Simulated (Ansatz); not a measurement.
Two isomers of C2H5NSe: A = `C1NC[Se]1`, B = `CNC=[Se]`.

Isolated molecules relaxed with PBE0-D4/def2-TZVP in Ansatz; ΔE leaves out vibrations. CBS: MP2 limit from def2 TZ/QZ plus the TZ coupled-cluster correction, frozen cores. DFT in def2-TZVPP. For Se outer-core shells are correlated without core-valence functions, which leaves a few kJ/mol of doubt a bond. Scalar relativity is left out up to krypton. One conformer a species, not always the lowest.

A:

```xyz
9

C     0.968    0.161   -0.587
N     0.229   -0.682    0.343
C    -1.089   -0.062    0.342
Se   -0.700    0.904   -1.332
H     1.561   -0.393   -1.316
H     1.574    0.948   -0.127
H     0.650   -0.745    1.260
H    -1.278    0.639    1.162
H    -1.914   -0.770    0.254
```

B:

Z-matrix (Å, degrees):
```
C
N 1 1.441
H 1 1.093 2 110.3
H 1 1.093 2 110.4 3 118.6
H 1 1.089 2 108.9 3 -120.7
C 2 1.326 1 123.7 3 -59.2
H 2 1.007 1 118.1 3 120.8
Se 6 1.786 2 126.2 1 0.0
H 6 1.089 2 113.2 1 -180.0
```

Problem. Which is lower in electronic energy at CCSD(T)/CBS, and by how much? (Best estimate.)

Solution. The calculation gave: B, by 88.3 kJ/mol.

Problem. Give E(B) − E(A) in kJ/mol with MP2/def2-TZVPP, PBE-D4, PBE0-D4, CCSD(T)/def2-TZVPP, B2PLYP, CCSD/def2-TZVPP, ωB97M-V. (Best estimate.)

Solution. Computed: MP2/def2-TZVPP -85.2, PBE-D4 -97.4, PBE0-D4 -87.6, CCSD(T)/def2-TZVPP -84.0, B2PLYP -101.8, CCSD/def2-TZVPP -80.5, ωB97M-V -86.0. None reverses the order clearly.

Largest T1 diagnostic: 0.016.

In def2-TZVPP, CCSD(T) changes the Hartree–Fock value by +14.4 kJ/mol (the triples alone add −3.5 kJ/mol) and MP2 by +13.2 kJ/mol. From PBE to PBE0 (25 % exact exchange), in def2-TZVPP and without D4, E(B) − E(A) moves by +10.0 kJ/mol.
